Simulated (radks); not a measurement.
The nuclear charge of neutral europium is varied continuously with 63 electrons held in [Xe] 4f7 6s2. All-electron calculation, Dirac Kohn-Sham, BLYP, spin-unpolarised, spherical densities, finite nucleus; open shells fill j = l - 1/2 first; Fermi nuclear charge, rms radius 5.1115 fm. Program: a radial shooting solver on a logarithmic mesh with Libxc functionals. By the Hellmann-Feynman theorem dE/dZ = E(electron-nucleus)/Z, the electronic potential at the nucleus (averaged over a nucleus of fixed radius).

| Z | E (hartree) | E(electron-nucleus)/Z (hartree) | HOMO | e(HOMO) (eV) | <r> HOMO (bohr) |
|---|---|---|---|---|---|
| 63 | -10852.2679 | -422.696 | 4f7/2 | -2.035 | 0.9978 |
| 63.2 | -10937.0061 | -424.686 | 4f7/2 | -4.559 | 0.9622 |
| 63.4 | -11022.1422 | -426.674 | 6s1/2 | -5.914 | 3.916 |
| 63.6 | -11107.6758 | -428.661 | 6s1/2 | -7.241 | 3.777 |
| 63.8 | -11193.6067 | -430.648 | 6s1/2 | -8.636 | 3.653 |
| 64 | -11279.9351 | -432.636 | 6s1/2 | -10.096 | 3.541 |

 No converged solution with all levels bound was reached at Z = 62.8.
